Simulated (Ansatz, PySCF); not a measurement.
This Ansatz (a program for electronic structure) input computes a B3LYP/def2-TZVPD energy:

Ansatz 0.2 input:
```yaml
crystal:
  periodic: [false, false, false]
  atoms:
    - {symbol: C, position_ang: [-2.24537479, -0.28229455, -0.06670439]}
    - {symbol: C, position_ang: [-0.84159403, 0.30426486, -0.17731920]}
    - {symbol: C, position_ang: [0.23144790, -0.68874790, 0.27351304]}
    - {symbol: C, position_ang: [1.64882144, -0.16850467, 0.18856934]}
    - {symbol: O, position_ang: [2.02266139, 0.88917810, -0.17573353]}
    - {symbol: H, position_ang: [-2.35147988, -1.17592764, -0.68623855]}
    - {symbol: H, position_ang: [-2.99763569, 0.43824060, -0.39181775]}
    - {symbol: H, position_ang: [-2.47751220, -0.56323303, 0.96326976]}
    - {symbol: H, position_ang: [-0.76227173, 1.21106156, 0.42611393]}
    - {symbol: H, position_ang: [-0.63746387, 0.60431956, -1.20736865]}
    - {symbol: H, position_ang: [0.08048568, -1.00596509, 1.31018148]}
    - {symbol: H, position_ang: [0.20478343, -1.61022723, -0.31662476]}
basis:
  gaussian:
    orbitals: def2-TZVPD
hamiltonian:
  xc: {name: B3LYP}
magnetization: {spin_polarized: true, initial_magnetization: 1}
output: {forces: true}
```

**Question.** Write an input for the same energy in PySCF and say what it gives.

**Answer.** 
```python
from pyscf import gto, scf, dft

mol = gto.M(
    atom='''
    C    -2.24537479   -0.28229455   -0.06670439
    C    -0.84159403    0.30426486   -0.17731920
    C     0.23144790   -0.68874790    0.27351304
    C     1.64882144   -0.16850467    0.18856934
    O     2.02266139    0.88917810   -0.17573353
    H    -2.35147988   -1.17592764   -0.68623855
    H    -2.99763569    0.43824060   -0.39181775
    H    -2.47751220   -0.56323303    0.96326976
    H    -0.76227173    1.21106156    0.42611393
    H    -0.63746387    0.60431956   -1.20736865
    H     0.08048568   -1.00596509    1.31018148
    H     0.20478343   -1.61022723   -0.31662476
    ''',
    basis='def2-tzvpd',
    charge=0,
    spin=1,
    verbose=4,
)

mf = dft.UKS(mol, xc='b3lyp').density_fit(auxbasis='def2-universal-jkfit')
mf.grids.level = 3
mf.conv_tol = 1e-9
mf.max_cycle = 100
mf.max_memory = 1500
mf.kernel()
if not mf.converged:
    mf = mf.newton()
    mf.kernel(mf.make_rdm1())
for _ in range(2):
    mo, _, stable, _ = mf.stability(return_status=True)
    if stable:
        break
    mf.kernel(mf.make_rdm1(mo, mf.mo_occ))
mf.analyze()
```
It gives -231.90673 Eh, and Ansatz -231.90663 Eh, a difference of 0.10 mEh, from the treatment of integrals and grids.

It need not be the lowest isomer of its formula.
